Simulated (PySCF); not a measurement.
# Ionising BiF

r²SCAN; basis Bi aug-cc-pVDZ-PP with ECP60, F aug-cc-pVDZ; scalar-relativistic core potentials; PySCF 2.14. Neutral (UKS): triplet (π ↑↑), Re = 2.059 Å, ωe = 542 cm⁻¹, De = 3.89 eV, HOMO -5.57 eV, LUMO -3.21 eV.

BiF⁻ (UKS): doublet (π ↑), Re = 2.144 Å, ωe = 441 cm⁻¹, De = 1.59 eV to Bi + F⁻. The energies at the minima are -314.55300 hartree for BiF and -314.59198 for BiF⁻.

Problem. Work out the adiabatic electron affinity, without and with harmonic zero-point energies (1 hartree = 27.2114 eV, 1 eV = 8065.5 cm⁻¹), and the change of the bond length.

Solution. At r²SCAN: 0.03898 hartree = 1.061 eV between the minima; the zero-point term (542.0 − 441.0)/2 cm⁻¹ = +0.006 eV makes it 1.067 eV. Re changes by +8.5 pm against the neutral. The electron enters a π orbital; in so polar a molecule the change of length follows mostly from the change of the ionic charges.

These are scalar-relativistic numbers at best; spin–orbit coupling would shift them, the dissociation energy most. For an ion De counts to the pair picked by the measured ionisation energies or electron affinities, which need not be the lowest pair at this level. The highest Kohn–Sham level is positive in this anion. Much of that is self-interaction error, but it also means that the finite basis helps to hold the extra electron. States were picked by a PBE0 search and need not be the measured ground states.
